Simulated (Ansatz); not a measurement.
Computed with Ansatz (a first-principles code) with frozen-core CCSD(T)/cc-pVTZ // PBE0-D4/def2-TZVP.

Ansatz 0.2 input:
```yaml
crystal:
  periodic: [false, false, false]
  atoms:
    - { symbol: O, position_ang: [1.051128, -0.551787, -0.679693] }
    - { symbol: C, position_ang: [-0.08017, 0.13264, -0.353477] }
    - { symbol: O, position_ang: [0.136857, 1.028917, 0.648583] }
    - { symbol: O, position_ang: [-1.118698, -0.702805, -0.073868] }
    - { symbol: H, position_ang: [1.738524, 0.091994, -0.876742] }
    - { symbol: H, position_ang: [-0.694823, 1.478847, 0.826507] }
    - { symbol: H, position_ang: [-1.225191, -1.300223, -0.820554] }
basis:
  gaussian: { orbitals: cc-pVTZ }
correlation:
  method: ccsd_t
magnetization:
  spin_polarized: true
  initial_magnetization: 1
```

Output:

```
Functional definition: HF
982 factors; integrals over basis functions are off by at most 5.2e-4 eV
mean field evaluation 1: about -7187.0991 eV, gradient 3.2e1 eV
mean field evaluation 2: about -7187.1052 eV, gradient 3.2e1 eV
mean field evaluation 4: about -7190.9496 eV, gradient 3.1e0 eV
mean field evaluation 8: about -7191.0654 eV, gradient 2.4e-1 eV
mean field evaluation 16: about -7191.0409 eV, gradient 9.5e-1 eV
mean field -7191.06644301 eV, -264.2668175008 hartree, gradient 2.2e-6 eV, S^2 0.756673; 0 other end points of the search recorded, 0 dependent functions left out
4 core orbitals not correlated
reference -7191.06644301 eV, -264.2668175008 hartree; 13, 12 occupied and 145, 146 virtual orbitals, 982 factors
second order -23.32039923 eV of doubles, -0.00000000 eV of singles
cycle   1  -23.04477916 eV  change    2.8e-1 eV  update   9.3e-2
cycle   2  -23.54658386 eV  change   -5.0e-1 eV  update   2.7e-2
cycle   3  -23.66090470 eV  change   -1.1e-1 eV  update   1.6e-2
cycle   4  -23.64724441 eV  change    1.4e-2 eV  update   5.5e-3
cycle   5  -23.64623685 eV  change    1.0e-3 eV  update   3.0e-3
cycle   6  -23.64765735 eV  change   -1.4e-3 eV  update   1.1e-3
cycle   7  -23.64753530 eV  change    1.2e-4 eV  update   5.4e-4
cycle   8  -23.64754947 eV  change   -1.4e-5 eV  update   2.3e-4
cycle   9  -23.64759096 eV  change   -4.1e-5 eV  update   1.0e-4
cycle  10  -23.64753740 eV  change    5.4e-5 eV  update   3.9e-5
cycle  11  -23.64757289 eV  change   -3.5e-5 eV  update   1.6e-5
cycle  12  -23.64757411 eV  change   -1.2e-6 eV  update   7.2e-6
perturbative correction -0.87607125 eV, -0.0321950247 hartree
Total energy: -7215.59008838 eV, -265.1680448453 hartree
```

Cost: very roughly 6 core-minutes.
